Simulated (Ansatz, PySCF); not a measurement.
Gas-phase reaction R1 → P1, each structure at its B3LYP-D3(BJ)/def2-TZVP stationary point, reached from a drawn start; harmonic modes at that level show minima.
P1, HO3 (SMILES [O]OO) (charge 0, multiplicity 2, Z-matrix in Å and degrees):
```
O
O 1 1.2313
O 1 1.5464 2 110.27
H 3 0.9726 1 98.37 2 -180.00
```
R1, HO3 (SMILES [O]OO) (charge 0, multiplicity 2, Z-matrix in Å and degrees):
```
O
O 1 1.2491
O 1 1.5042 2 112.61
H 3 0.9756 1 99.69 2 0.00
```

```csv
level,reaction energy (kJ/mol),cost
HF/cc-pVDZ,-9.7,-
BLYP/def2-TZVPP,-4.2,×0.9
revPBE/def2-TZVPP,-3.8,×1
B97M-V/def2-TZVPP,-0.2,×3
B3LYP-D4/def2-TZVPP,-0.1,×1
PBE0-D3(BJ)/def2-TZVPP,1.7,×1
BHLYP-D4/def2-TZVPP,4.5,×2
M06-2X/def2-TZVPP,6.2,-
wB97X-V/def2-TZVPP,4.1,×4
B2PLYP-D4/def2-TZVPP,3.3,×3
SCS-MP2/cc-pVTZ,38.7,-
CCSD/cc-pVDZ,5.5,-
CCSD/cc-pVTZ,7.0,-
CCSD(T)/cc-pVTZ,5.6,×10
```

P less R. No zero-point or thermal terms; open shells are unrestricted.

Frozen-core correlation throughout.

Doubts at one or more of the structures used: a spin-contaminated determinant (HF/cc-pVDZ, SCS-MP2/cc-pVTZ, CCSD/cc-pVDZ, CCSD/cc-pVTZ, CCSD(T)/cc-pVTZ); T1 above 0.05 (CCSD/cc-pVDZ, CCSD/cc-pVTZ, CCSD(T)/cc-pVTZ).

Codes used: Ansatz (a program for electronic structure); PySCF for M06-2X and the D3/D4 terms. Each number belongs to the level named beside it.

Costs are rough ratios of core time to PBE/def2-TZVPP (about 4 s over the structures, on one shared machine); a dash marks a level with no comparable run of its own.
